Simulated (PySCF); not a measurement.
# V²⁺: excitation energy

V²⁺ [Ar] 3d3 (4F) → V²⁺ [Ar] 3d2 4s1 (4F), as a difference of total energies. All numbers are calculated (PySCF 2.14, no relativity, point nucleus, in def2-TZVPPD (6s6p4d2f1g, 67 functions)). Correlated levels: valence: [Ar] frozen. The calculations carry no spin-orbit coupling.

```tsv
method	excitation energy (eV)
UHF	5.516
MP2 (valence)	5.720
SCS-MP2 (valence)	5.584
CCSD (valence)	5.746
CCSD(T) (valence)	5.747
```

Problem. How much does correlation contribute at CCSD(T) (valence)?

Solution. 5.747 − (5.516) = 0.231 eV, measured against UHF.

A first-order spin-orbit estimate (lowest level to lowest level, LS coupling) adds -0.007 eV.
